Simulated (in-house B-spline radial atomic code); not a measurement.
## RPBE excitations of neutral strontium

Method: RPBE. Computed with a B-spline radial code for spherical atoms: linear response of the closed shell [Kr] 5s2 with the functional's adiabatic kernel; scalar-relativistic (spin-free one-electron X2C), finite nucleus, no spin-orbit coupling, no double excitations, S, P, D and F terms only; shells from n = 3 respond.

Command:
```bash
python run_td.py task.json out
```
Settings (radii: box in bohr, nucleus in fm):
```
Z                        38
electrons                38
configuration            [Kr] 5s2
hamiltonian              x2c
method                   rpbe,pbe
box_radius               75
rms_radius               4.224
intervals                77
```

Run time, properties included: 2.1 s on 1 thread of Arm Neoverse N1, with other jobs on the host.

The lowest states, in the order of their Tamm-Dancoff energies; the method's threshold (minus the highest occupied level) is 3.484 eV. Labels give the largest channel, * marks a mixed state, and oscillator strengths are full-response dipole values. Measured ¹D terms are left out, since they can mix with doubly excited terms. Semilocal kernels can invert the small singlet-triplet splittings of Rydberg terms. Energies in eV:

```csv
state,full response,Tamm-Dancoff,oscillator strength,measured (J-weighted term)
5s → 5p 3P,1.358,1.544,-,1.823
5s → 4d 3D,?,?,-,?
5s → 4d 1D,2.197,2.207,-,-
5s → 5p 1P,?,?,?,?
5s → 6s 3S,3.214,3.221,-,3.600
5s → 6s 1S,3.363,3.372,-,3.793
```

Problem. Where does 5s → 5p 1P lie?

Solution. At 2.679 eV in full response, 2.806 eV in Tamm-Dancoff, oscillator strength 1.88; measured 2.690 eV.

Problem. Where does 5s → 4d 3D lie?

Solution. At 1.370 eV in full response, 1.563 eV in Tamm-Dancoff; measured 2.263 eV.

Problem. How large is the singlet-triplet splitting of 5s → 4d (D terms) in Tamm-Dancoff?

Solution. 0.644 eV, from the unrounded values.

Problem. What polarisabilities and dispersion coefficient does the method give?

Solution. Dipole 208.4 bohr³, quadrupole 5625 bohr⁵, C6 3441 hartree·bohr⁶ for two such species. Recommended dipole value: 197.2 ± 0.2 bohr³ (Schwerdtfeger and Nagle, table of static dipole polarizabilities (2023 update)), which includes relativity and correlation.
